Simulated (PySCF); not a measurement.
# Correlation energy of Pr³⁺ (praseodymium, charge +3)

[Xe] 4f2, one real determinant. Calculation: PySCF 2.14, in x2c-TZVPPall with one added diffuse shell each of s, p, d, f type (12s8p8d5f2g, 129 functions); scalar relativity by spin-free X2C-1e. Frozen: [Kr] 4d10; 10 electrons correlated.

MP2 pair energies summed by pair of shells (mhartree):

| pair | energy | share (%) |
| --- | --- | --- |
| 5p-5p | -122.55 | 55.3 |
| 4f-5p | -43.80 | 19.8 |
| 5s-5p | -34.78 | 15.7 |
| 4f-5s | -9.57 | 4.3 |
| 5s-5s | -6.50 | 2.9 |
| 4f-4f | -4.54 | 2.0 |

Total MP2 correlation energy: -221.73 mhartree.

Same-spin part -63.35 and opposite-spin part -158.38 mhartree; SCS-MP2 scales them by 1/3 and 6/5 to -211.18 mhartree.

The reference is one real determinant that mixes LS terms of this configuration.
